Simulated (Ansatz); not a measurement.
Cost and result for the atomization energy of C2H5BBrCl, SMILES `BCC(Cl)Br` (10 atoms, 9 bonds).

Z-matrix (Å, degrees):
```
C
C 1 1.505
B 1 1.558 2 115.3
H 1 1.103 2 109.0 3 117.1
H 1 1.094 2 110.5 3 -128.6
Br 2 1.951 1 111.9 3 -171.4
Cl 2 1.773 1 110.4 3 65.4
H 2 1.086 1 112.7 3 -53.6
H 3 1.196 1 121.4 2 15.1
H 3 1.195 1 119.1 2 -168.8
```

Charge 0, multiplicity 1. Correlated methods include outer-core shells of Br, which these sets cover unevenly. Scalar relativity is left out up to krypton. Geometry: relaxed with PBE0-D4/def2-TZVP. It is one conformer, not always the lowest. Program: Ansatz. All runs use 4 threads of an Arm Neoverse V1 on a shared host. Times are those of one run each, without the atoms' runs, and a repeat can differ threefold. Electronic energies, without spin–orbit coupling; frozen cores. CCSD(T)/CBS adds CCSD(T) − MP2 in def2-TZVPP to the MP2 limit, and its time is that of the two runs behind it. T1 = 0.009. With those shells the extrapolation isn't a true limit. B3LYP takes the VWN-RPA correlation (the form of Gaussian; ORCA's B3LYP/G).

CCSD(T)/CBS is a level of theory with its own doubt, some kJ/mol a heavy atom from the limit and from the frozen cores, so smaller differences don't rank the functionals.

| level | functions | wall time |
| --- | --- | --- |
| PBE-D4/def2-TZVPP (with forces) | 253 | 3.2 s |
| PBE0-D4/def2-TZVPP | 253 | 4.2 s |
| r2SCAN-D4/def2-TZVPP (with forces) | 253 | 6.5 s |
| B3LYP-D4/def2-TZVPP (with forces) | 253 | 6.5 s |
| B2PLYP/def2-TZVPP | 253 | 7.5 s |
| ωB97X-V/def2-TZVPP | 253 | 9 s |
| ωB97M-V/def2-TZVPP (with forces) | 253 | 14 s |
| MP2/def2-QZVPP | 480 | 31 s |
| CCSD(T)/def2-TZVPP | 253 | 4 min |
| CCSD(T)/CBS(def2) | – | 4.6 min |

What atomization energy does each give, and how far from CCSD(T)/CBS? (An estimate is asked.)

The calculation gave: 
```csv
level,atomization (kcal/mol),difference from CCSD(T)/CBS,per bond
PBE-D4/def2-TZVPP (with forces),848.3,21.1,2.3
PBE0-D4/def2-TZVPP,836.7,9.5,1.1
r2SCAN-D4/def2-TZVPP (with forces),834.4,7.2,0.8
B3LYP-D4/def2-TZVPP (with forces),826.6,-0.6,-0.1
B2PLYP/def2-TZVPP,818.2,-9.0,-1.0
ωB97X-V/def2-TZVPP,829.5,2.3,0.3
ωB97M-V/def2-TZVPP (with forces),830.8,3.6,0.4
MP2/def2-QZVPP,836.1,8.9,1.0
CCSD(T)/def2-TZVPP,806.5,-20.7,-2.3
CCSD(T)/CBS(def2),827.2,0.0,0.0
```

The D4 term adds +9.6 kcal/mol with B3LYP and +5.0 kcal/mol with PBE0; it sums over pairs of atoms, weighted by their polarisabilities, and B3LYP, whose exchange is more repulsive, gets the larger term. From PBE to PBE0 (25 % exact exchange), in def2-TZVPP and without D4, the atomization energy moves by −10.7 kcal/mol: exact exchange takes away binding that semilocal exchange gives to molecules. In def2-TZVPP, CCSD(T) changes the Hartree–Fock value by +190.7 kcal/mol (the triples alone add +13.2 kcal/mol) and MP2 by +208.3 kcal/mol; breaking electron pairs costs correlation energy, which Hartree–Fock lacks.
